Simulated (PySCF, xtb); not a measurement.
ClSi, SMILES [Si]Cl (connectivity only; charge and spin as stated), neutral, multiplicity 2.

Harmonic wavenumbers (cm⁻¹) from xtb with GFN2-xTB at its own minimum, in rising order: 389.

Task: What does PBE-D3(BJ)/def2-TZVPD (PySCF 2.14.0) give at its own minimum? (The exact figures need the calculation; the answer reports its results.)

Result: 510. Paired by order, the mean absolute difference is 121 cm⁻¹ and the zero-point energies are 0.6 and 0.7 kcal/mol.
